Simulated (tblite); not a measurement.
H$_{10}$Si$_{5}$, charge -1, doublet, geometry from GFN2-xTB (a state made from the parent by changing its charge; the spin is typed, not shown lowest); IPEA1-xTB (tblite).

Input for tblite:
```
$ tblite run mol.xyz --method ipea1 --charge -1 --spin 1 --json tblite.json --no-restart

# file mol.xyz
15

Si     0.95754715     1.34339082     1.09853405
Si     1.79918819    -0.67510847     0.37619988
Si     0.23339394    -1.65177294    -0.99528035
Si    -1.65561408    -0.34099255    -0.98845436
Si    -1.33965070     1.36082810     0.53090053
H      0.88350021     1.29925864     2.60848582
H      2.15431530     2.28843441     1.11151679
H      2.32152697    -1.68543339     1.33702343
H      3.05469619    -0.46060123    -0.39061996
H     -0.05401588    -3.05462723    -0.61303891
H      0.75209162    -1.88578642    -2.36382099
H     -2.82429245    -1.17000945    -0.59190902
H     -2.07472770    -0.06121157    -2.38946918
H     -1.44463035     2.67196513    -0.21561395
H     -2.69656681     1.54918175     1.20084944
```

It wrote (shortened):

```
xTB calculator
 | screened Coulomb repulsion
 | Coulomb electrostatics
 |  * isotropic Klopman-Ohno-Mataga-Nishimoto electrostatics
 |  * onsite third-order electrostatics
 | DFT-D3(BJ) dispersion correction

halogen bonding energy    0.0000000000000E+00 Eh
repulsion energy          1.4480809498092E-01 Eh
dispersion energy        -7.9836497414278E-03 Eh
number of electrons       3.1000000000000E+01 e
integral cutoff           4.0000000000000E+01 bohr

------------------------------------------------------------
  cycle        total energy    energy error   density error
------------------------------------------------------------
      1     -15.32134415760  -1.5458169E+01   3.7283478E-01
      2     -15.34121028591  -1.9866128E-02   2.2092020E-01
      3     -15.34030732568   9.0296023E-04   3.1965930E-02
      4     -15.34291329239  -2.6059667E-03   1.3773920E-02
      5     -15.34332580000  -4.1250761E-04   3.6321581E-03
      6     -15.34333002423  -4.2242353E-06   2.2545222E-04
      7     -15.34333008873  -6.4496479E-08   4.7754782E-05
      8     -15.34333008937  -6.3744032E-10   2.2425702E-05
      9     -15.34333008944  -7.0375705E-11   2.8527448E-06
------------------------------------------------------------

electronic energy        -1.5480154534675E+01 Eh
total energy             -1.5343330089436E+01 Eh

Post processing:
 | Mayer-Wiberg bond orders

[Info] JSON dump of results written to 'tblite.json'
```
